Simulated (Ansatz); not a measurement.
Ansatz (a quantum-chemistry and plane-wave program) input (B3LYP-D3(BJ)/def2-TZVP):

Ansatz 0.2 input:
```yaml
crystal:
  periodic: [false, false, false]
  atoms:
    - {symbol: Zr, position_ang: [-0.00000000, -0.00000000, -0.35013078]}
    - {symbol: F, position_ang: [0.00000000, 0.00000000, 1.55613679]}
basis:
  gaussian:
    orbitals: def2-TZVP
hamiltonian:
  xc: b3lyp
  dispersion: d3bj
magnetization: {spin_polarized: true, initial_magnetization: 3}
phonons: {temperatures: {t_min: 298.15, t_max: 298.15, t_step: 100}}
```

Output:

```
Functional definition: B3LYP
integrals: 0.01 GiB planned
511 factors; their error is unknown
mean field: 0.20 GiB planned
mean field evaluation 1: about -3995.1141 eV, gradient 2.8e1 eV
mean field evaluation 2: about -3982.0274 eV, gradient 7.2e1 eV
mean field evaluation 4: about -3997.7022 eV, gradient 2.3e0 eV
mean field evaluation 8: about -3997.7571 eV, gradient 8.7e-2 eV
mean field evaluation 16: about -3997.7728 eV, gradient 3.6e-1 eV
mean field evaluation 32: about -3997.7569 eV, gradient 1.0e-1 eV
mean field -3997.78407327 eV, -146.9158548975 hartree, gradient 1.9e-5 eV, S^2 3.751719; 7 other end points of the search recorded, 0 dependent functions left out
the calculation of the forces begins
reference -3997.78426590 eV, -146.9158619763 hartree; 12, 9 occupied and 59, 62 virtual orbitals, 511 factors
these checks for a lower state are left out or cut short: stability, starts, cluster_reference, orbital_swaps, neighbouring_geometries, increment
integrals: 0.01 GiB planned
511 factors; their error is unknown
mean field: 0.20 GiB planned
mean field -3997.78407327 eV, -146.9158548975 hartree, gradient 2.3e-6 eV, S^2 3.751719; 0 other end points of the search recorded, 0 dependent functions left out
the calculation of the forces begins
reference -3997.78426590 eV, -146.9158619764 hartree; 12, 9 occupied and 59, 62 virtual orbitals, 511 factors
these checks for a lower state are left out or cut short: stability, starts, cluster_reference, orbital_swaps, neighbouring_geometries, increment
integrals: 0.01 GiB planned
511 factors; their error is unknown
mean field: 0.20 GiB planned
mean field -3997.78407327 eV, -146.9158548975 hartree, gradient 2.2e-6 eV, S^2 3.751719; 0 other end points of the search recorded, 0 dependent functions left out
the calculation of the forces begins
reference -3997.78426590 eV, -146.9158619764 hartree; 12, 9 occupied and 59, 62 virtual orbitals, 511 factors
these checks for a lower state are left out or cut short: stability, starts, cluster_reference, orbital_swaps, neighbouring_geometries, increment
integrals: 0.01 GiB planned
511 factors; their error is unknown
mean field: 0.20 GiB planned
mean field evaluation 64: about -3997.7841 eV, gradient 2.8e-6 eV
mean field -3997.78407327 eV, -146.9158548975 hartree, gradient 2.8e-6 eV, S^2 3.751719; 0 other end points of the search recorded, 0 dependent functions left out
the calculation of the forces begins
reference -3997.78426590 eV, -146.9158619764 hartree; 12, 9 occupied and 59, 62 virtual orbitals, 511 factors
these checks for a lower state are left out or cut short: stability, starts, cluster_reference, orbital_swaps, neighbouring_geometries, increment
integrals: 0.01 GiB planned
511 factors; their error is unknown
mean field: 0.20 GiB planned
mean field -3997.78407327 eV, -146.9158548975 hartree, gradient 2.1e-6 eV, S^2 3.751719; 0 other end points of the search recorded, 0 dependent functions left out
the calculation of the forces begins
reference -3997.78426590 eV, -146.9158619764 hartree; 12, 9 occupied and 59, 62 virtual orbitals, 511 factors
these checks for a lower state are left out or cut short: stability, starts, cluster_reference, orbital_swaps, neighbouring_geometries, increment
integrals: 0.01 GiB planned
511 factors; their error is unknown
mean field: 0.20 GiB planned
mean field -3997.78400386 eV, -146.9158523464 hartree, gradient 5.4e-6 eV, S^2 3.751720; 0 other end points of the search recorded, 0 dependent functions left out
the calculation of the forces begins
reference -3997.78419645 eV, -146.9158594239 hartree; 12, 9 occupied and 59, 62 virtual orbitals, 511 factors
these checks for a lower state are left out or cut short: stability, starts, cluster_reference, orbital_swaps, neighbouring_geometries, increment
integrals: 0.01 GiB planned
511 factors; their error is unknown
mean field: 0.20 GiB planned
mean field -3997.78400496 eV, -146.9158523870 hartree, gradient 1.6e-6 eV, S^2 3.751718; 0 other end points of the search recorded, 0 dependent functions left out
the calculation of the forces begins
reference -3997.78419762 eV, -146.9158594671 hartree; 12, 9 occupied and 59, 62 virtual orbitals, 511 factors
these checks for a lower state are left out or cut short: stability, starts, cluster_reference, orbital_swaps, neighbouring_geometries, increment
integrals: 0.01 GiB planned
511 factors; their error is unknown
mean field: 0.20 GiB planned
mean field -3997.78407327 eV, -146.9158548975 hartree, gradient 2.2e-6 eV, S^2 3.751719; 0 other end points of the search recorded, 0 dependent functions left out
the calculation of the forces begins
reference -3997.78426590 eV, -146.9158619764 hartree; 12, 9 occupied and 59, 62 virtual orbitals, 511 factors
these checks for a lower state are left out or cut short: stability, starts, cluster_reference, orbital_swaps, neighbouring_geometries, increment
integrals: 0.01 GiB planned
511 factors; their error is unknown
mean field: 0.20 GiB planned
mean field evaluation 96: about -3997.7841 eV, gradient 2.3e-6 eV
mean field -3997.78407327 eV, -146.9158548975 hartree, gradient 2.3e-6 eV, S^2 3.751719; 0 other end points of the search recorded, 0 dependent functions left out
the calculation of the forces begins
reference -3997.78426590 eV, -146.9158619764 hartree; 12, 9 occupied and 59, 62 virtual orbitals, 511 factors
these checks for a lower state are left out or cut short: stability, starts, cluster_reference, orbital_swaps, neighbouring_geometries, increment
integrals: 0.01 GiB planned
511 factors; their error is unknown
mean field: 0.20 GiB planned
mean field -3997.78407327 eV, -146.9158548975 hartree, gradient 2.1e-6 eV, S^2 3.751719; 0 other end points of the search recorded, 0 dependent functions left out
the calculation of the forces begins
reference -3997.78426590 eV, -146.9158619764 hartree; 12, 9 occupied and 59, 62 virtual orbitals, 511 factors
these checks for a lower state are left out or cut short: stability, starts, cluster_reference, orbital_swaps, neighbouring_geometries, increment
integrals: 0.01 GiB planned
511 factors; their error is unknown
mean field: 0.20 GiB planned
mean field -3997.78407327 eV, -146.9158548975 hartree, gradient 2.8e-6 eV, S^2 3.751719; 0 other end points of the search recorded, 0 dependent functions left out
the calculation of the forces begins
reference -3997.78426590 eV, -146.9158619764 hartree; 12, 9 occupied and 59, 62 virtual orbitals, 511 factors
these checks for a lower state are left out or cut short: stability, starts, cluster_reference, orbital_swaps, neighbouring_geometries, increment
integrals: 0.01 GiB planned
511 factors; their error is unknown
mean field: 0.20 GiB planned
mean field -3997.78400496 eV, -146.9158523870 hartree, gradient 1.6e-6 eV, S^2 3.751718; 0 other end points of the search recorded, 0 dependent functions left out
the calculation of the forces begins
reference -3997.78419762 eV, -146.9158594671 hartree; 12, 9 occupied and 59, 62 virtual orbitals, 511 factors
these checks for a lower state are left out or cut short: stability, starts, cluster_reference, orbital_swaps, neighbouring_geometries, increment
integrals: 0.01 GiB planned
511 factors; their error is unknown
mean field: 0.20 GiB planned
mean field -3997.78400386 eV, -146.9158523464 hartree, gradient 5.4e-6 eV, S^2 3.751720; 0 other end points of the search recorded, 0 dependent functions left out
the calculation of the forces begins
reference -3997.78419645 eV, -146.9158594239 hartree; 12, 9 occupied and 59, 62 virtual orbitals, 511 factors
Total energy: -3997.81616806 eV, -146.9170343592 hartree
Atom 0 at    -0.000000    -0.000000    -0.350131 Å, force     0.000000     0.000001    -0.000041 eV/Å
Atom 1 at     0.000000     0.000000     1.556137 Å, force    -0.000000    -0.000001     0.000041 eV/Å
Dipole moment:    -0.000001     0.000005    -0.642340 e Å
Vibrations: 617.39 cm⁻¹, zero-point energy 0.038273 eV
```

The spin state was set by rule; other spins were not relaxed.
